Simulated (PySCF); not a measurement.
C4H8O2, SMILES OCC1(CC1)O.

The structure is a stationary point at PBE-D3(BJ)/def2-SVP. Other conformers were not sampled.

Calculation: PBE-D3(BJ)/def2-SVP in PySCF.

Harmonic, unscaled wavenumbers; measured fundamentals usually lie a few per cent lower.

| mode | ν (cm⁻¹) | IR (km/mol) | moving atoms (share of kinetic energy) |
|---|---|---|---|
| 1 | 94 | 6.9 | O 41 %, H 32 %, C 27 % |
| 2 | 134 | 237.8 | H 85 %, O 12 % |
| 3 | 221 | 3.1 | O 47 %, C 29 %, H 23 % |
| 4 | 331 | 1.1 | C 41 %, H 38 %, O 21 % |
| 5 | 341 | 8.3 | H 39 %, O 35 %, C 26 % |
| 6 | 417 | 10.1 | C 40 %, H 31 %, O 29 % |
| 7 | 487 | 1.6 | H 70 %, C 18 %, O 12 % |
| 8 | 540 | 17.6 | H 42 %, C 36 %, O 22 % |
| 9 | 740 | 6.1 | H 47 %, C 37 %, O 16 % |
| 10 | 752 | 4.0 | H 74 %, C 21 % |
| 11 | 865 | 13.2 | H 71 %, C 20 %, O 9 % |
| 12 | 880 | 0.8 | H 57 %, C 41 % |
| 13 | 901 | 5.5 | H 48 %, C 46 % |
| 14 | 960 | 20.2 | H 48 %, C 38 %, O 14 % |
| 15 | 986 | 53.1 | H 68 %, C 30 % |
| 16 | 1016 | 11.3 | C 56 %, H 41 % |
| 17 | 1020 | 12.9 | H 54 %, C 42 % |
| 18 | 1065 | 90.4 | C 45 %, O 36 %, H 18 % |
| 19 | 1131 | 0.3 | H 77 %, C 23 % |
| 20 | 1153 | 19.4 | H 76 %, C 19 % |
| 21 | 1243 | 90.4 | H 54 %, C 37 %, O 9 % |
| 22 | 1286 | 13.7 | H 55 %, C 43 % |
| 23 | 1313 | 16.6 | H 53 %, C 43 % |
| 24 | 1337 | 6.0 | H 73 %, C 21 % |
| 25 | 1368 | 2.6 | H 90 %, C 10 % |
| 26 | 1371 | 50.0 | H 78 %, C 19 % |
| 27 | 1418 | 2.0 | H 91 %, C 9 % |
| 28 | 1447 | 6.8 | C 57 %, H 42 % |
| 29 | 2902 | 64.1 | H 94 % |
| 30 | 3025 | 22.7 | H 91 %, C 9 % |
| 31 | 3058 | 9.9 | H 95 % |
| 32 | 3063 | 4.9 | H 95 % |
| 33 | 3153 | 1.6 | H 89 %, C 11 % |
| 34 | 3165 | 5.1 | H 89 %, C 11 % |
| 35 | 3677 | 26.5 | H 94 % |
| 36 | 3680 | 16.1 | H 94 % |
